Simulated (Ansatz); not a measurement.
Gas-phase electronic energies from Ansatz, PBE0-D4/def2-TZVP geometries. CCSD(T)/CBS is the MP2 limit (def2-TZVPP, def2-QZVPP) plus CCSD(T) − MP2 in def2-TZVPP, frozen cores. Functionals use def2-TZVPP. B3LYP here is the variant with VWN-RPA as its local correlation; programs differ in this. For Ge outer-core shells are correlated without core-valence functions, which leaves a few kJ/mol of doubt a bond. Scalar relativity is left out up to krypton. Each species was taken in one conformer, which may not be the lowest.

Consider the ligand exchange at the Si–C bond: `N=C([SiH3])[SiH2]N` + `[NH2][GeH2][NH2]` → `N[SiH2][NH][GeH2][NH2]` + `N=C[SiH3]`.

```csv
level,ΔE (kcal/mol)
PBE-D4,-15.8
B2PLYP,-19.4
PBE,-16.0
r2SCAN,-18.0
PBE0,-17.6
B3LYP,-18.8
CCSD(T)/def2-TZVPP,-19.4
SCS-MP2/def2-QZVPP,-20.2
```

Task: What does CCSD(T)/CBS give? (An estimate is asked.)

Result: Computed: -19.3 kcal/mol. The listed levels differ from it by 3.5, -0.1, 3.3, 1.3, 1.7, 0.5, -0.1, -0.9 kcal/mol.

Largest T1 diagnostic among the species: 0.013.

In def2-TZVPP, CCSD(T) changes the Hartree–Fock value by +3.1 kcal/mol (the triples alone add +0.7 kcal/mol) and MP2 by +2.6 kcal/mol. From PBE to PBE0 (25 % exact exchange), in def2-TZVPP and without D4, ΔE moves by −1.6 kcal/mol.
